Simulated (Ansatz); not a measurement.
Geometry optimisation, RKS PBE/def2-SVP (Ansatz 0.2.0).

input.yaml

```yaml
crystal:
  periodic: [false, false, false]
  atoms:
    - { symbol: W, position_ang: [0.0, 0.0, 0.0] }
    - { symbol: Cl, position_ang: [0.0, 0.0, 2.74] }
    - { symbol: Cl, position_ang: [2.39, 0.0, 0.0] }
    - { symbol: Cl, position_ang: [0.0, 2.39, 0.0] }
    - { symbol: O, position_ang: [-1.94, 0.0, 0.0] }
    - { symbol: H, position_ang: [-2.2771, -0.1263, 0.9437] }
    - { symbol: Cl, position_ang: [0.0, -2.39, 0.0] }
    - { symbol: F, position_ang: [0.0, 0.0, -1.85] }
    - { symbol: H, position_ang: [1.3275, 1.3829, 0.637] }
    - { symbol: H, position_ang: [1.114, 1.1605, 1.6422] }
basis:
  gaussian: { orbitals: def2-SVP }
hamiltonian:
  xc: pbe
relax:
  f_tol: 0.15
  max_steps: 25
  restrain:
    - { distance: [0, 8], at: 1.72, k: 30.0 }
    - { distance: [9, 1], at: 1.37, k: 30.0 }
    - { distance: [0, 1], at: 3.59, k: 30.0 }
    - { distance: [9, 8], at: 1.86, k: 30.0 }
output:
  orbitals: {}
```

Run as:

```bash
$ ansatz run input.yaml --threads 4 --pin off --max-ram 5120MiB --backend cpu --events-out ev --progress --plain --runs-dir out
```

**Question.** Where does it end, and by what steps?

**Answer.** The forces met the threshold. The restraints hold the end off the free minimum; the threshold counts their pulls, which the force column leaves out. Restrained pairs: W1–H9 (2.02 → 1.72 Å), Cl2–H10 (1.95 → 1.34 Å), W1–Cl2 (2.74 → 3.60 Å), H9–H10 (1.05 → 1.86 Å). After 17 steps the energy has fallen by 2.850 eV (the restraints' own energy left out); Cl4 moved furthest, 1.20 Å.

```csv
step,energy less start (eV),largest force component (eV/Å),accepted
0,0.0000,2.571,yes
1,0.2847,4.558,yes
2,0.1651,5.121,yes
3,-0.7123,3.558,yes
4,-1.4665,0.735,yes
5,-1.8295,1.303,yes
6,-2.2008,1.337,yes
7,-2.5180,0.993,yes
8,-2.6341,1.200,yes
9,-2.7711,0.982,yes
10,-2.8145,0.886,yes
11,-2.8308,0.789,yes
12,-2.8381,0.754,yes
13,-2.8425,0.735,yes
14,-2.8434,0.828,no
15,-2.8466,0.790,yes
16,-2.8480,0.799,yes
17,-2.8500,0.766,yes
```

```xyz
10
Properties=species:S:1:pos:R:3
W 0.129 0.232 -0.425
Cl 0.158 -0.282 3.134
Cl 2.373 -0.274 -0.187
Cl -0.305 2.417 -1.160
O -1.478 0.385 0.538
H -1.644 -0.149 1.352
Cl -0.226 -2.081 -0.171
F 0.296 0.003 -2.290
H 0.748 1.305 0.761
H 0.564 0.862 2.561
```

Time of the run: 23 s on 4 threads of AMD EPYC 9R45 96-Core Processor (Zen 5), on a shared host, peak memory 0.26 GiB.
